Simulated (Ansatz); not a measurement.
The cluster Ge₃H₅⁻. Charge -1, multiplicity 1. Geometry PBE-D4/def2-SVPD.

```xyz
8

Ge    0.587   -2.080    0.793
Ge   -0.192    2.257    0.434
Ge   -0.425   -0.085   -0.121
H    -1.994   -0.370   -0.130
H     2.044   -2.023    0.144
H     1.212    2.601   -0.240
H    -1.157    2.852   -0.691
H    -0.076   -3.151   -0.189
```

The restricted singlet is unstable towards broken spin symmetry in Hartree–Fock (as tested in another run); at PBE-D4/def2-SVPD, PBE-D4/def2-TZVPD, PBE0-D4/def2-SVPD, PBE0-D4/def2-TZVPD and others this wasn't settled. The structure comes from a short search, and lower isomers may exist.

**Question.** Estimate the orbital energies around the gap (eV) in Ansatz with PBE-D4/def2-SVPD, PBE-D4/def2-TZVPD, PBE0-D4/def2-SVPD, PBE0-D4/def2-TZVPD, ωB97X-V/def2-TZVPD.

**Answer.** 
| orbital | PBE-D4/def2-SVPD | PBE-D4/def2-TZVPD | PBE0-D4/def2-SVPD | PBE0-D4/def2-TZVPD | ωB97X-V/def2-TZVPD |
| --- | --- | --- | --- | --- | --- |
| HOMO−5 | -3.72 | -3.76 | -4.98 | -5.01 | -7.45 |
| HOMO−4 | -3.40 | -3.44 | -4.64 | -4.67 | -7.05 |
| HOMO−3 | -2.71 | -2.75 | -3.89 | -3.92 | -6.24 |
| HOMO−2 | -2.15 | -2.18 | -3.19 | -3.21 | -5.37 |
| HOMO−1 | -1.58 | -1.63 | -2.48 | -2.53 | -4.63 |
| HOMO | -0.47 | -0.51 | -1.19 | -1.23 | -3.02 |
| LUMO | 1.11 | 1.07 | 1.63 | 1.59 | 3.19 |
| LUMO+1 | 3.02 | 2.93 | 3.65 | 3.54 | 5.00 |
| LUMO+2 | 3.35 | 3.21 | 3.97 | 3.82 | 5.30 |
| LUMO+3 | 3.64 | 3.50 | 4.20 | 4.06 | 5.44 |
| LUMO+4 | 3.94 | 3.79 | 4.59 | 4.42 | 6.00 |
| LUMO+5 | 4.52 | 4.34 | 5.20 | 4.97 | 6.51 |
